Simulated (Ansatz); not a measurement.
Total energies of `[CH3][GeH]1[CH2][AlH]1`.

Cartesian coordinates in Å:
```
C -0.0960 0.9237 1.6811
Ge 0.6386 0.4338 -0.0688
C -0.0849 -1.3271 -0.8082
Al -0.4917 0.0459 -2.1162
H 0.1629 1.9542 1.9266
H -1.1821 0.8304 1.6706
H 0.3103 0.2626 2.4486
H 2.1824 0.4220 -0.0171
H -0.9273 -1.6962 -0.2143
H 0.6291 -2.1367 -0.9612
H -1.1414 0.2875 -3.5412
```

Total charge 0; spin multiplicity 1. Correlated methods include outer-core shells of Ge, which these sets cover unevenly. Scalar relativity is left out up to krypton. The geometry is a stationary point of PBE0-D4/def2-TZVP. Basis def2-TZVPP, Ansatz.

RPA on PBE orbitals: Hartree–Fock energy of these orbitals -2397.01657 Eh, correlation -1.15877 Eh (frozen core).

| functional | kind | energy without D4 (Eh) | D4 term (kJ/mol) |
| --- | --- | --- | --- |
| PBE | GGA | -2399.27608 | -21.3 |
| revPBE | GGA | -2399.60976 | -58.5 |
| BLYP | GGA | -2399.85091 | -45.7 |
| r2SCAN | meta-GGA | -2399.75909 | -5.1 |
| PBE0 | global hybrid, 25 % exact exchange | -2399.36900 | -18.1 |
| r2SCANh | meta-GGA hybrid, 10 % | -2399.74627 | -5.5 |
| r2SCAN0 | meta-GGA hybrid, 25 % | -2399.72838 | -6.1 |
| HSE06 (plane-wave form) | screened hybrid | -2399.35819 | -17.1 |
| BHLYP | global hybrid, 50 % | -2399.76959 | -29.1 |
| CAM-B3LYP | range-separated hybrid | -2399.91678 | -18.7 |
| LC-ωPBE | long-range corrected hybrid | -2399.43619 | – |
| ωB97M-V | range-separated hybrid meta-GGA with VV10 | -2399.65662 | – |
| B2PLYP | double hybrid | -2399.27862 | – |
| PBE-QIDH | double hybrid | -2398.94081 | – |

Problem. Give the same for LDA (SPW92), B97M-V, B3LYP, ωB97X-V. (Best estimate.)

Solution. The calculation gave: 
```tsv
functional	kind	energy without D4 (Eh)	D4 term (kJ/mol)
LDA (SPW92)	LDA	-2394.86054	–
B97M-V	meta-GGA with VV10	-2399.40633	–
B3LYP	global hybrid, 20 %	-2399.92103	-34.5
ωB97X-V	range-separated hybrid GGA with VV10	-2399.59095	–
```

B3LYP takes the VWN-RPA correlation (the form of Gaussian; ORCA's B3LYP/G). HSE06 is the plane-wave form, built on full-range PBE exchange. The double hybrids freeze the cores in their second-order part.

LC-ωPBE has ω = 0.4 bohr⁻¹.
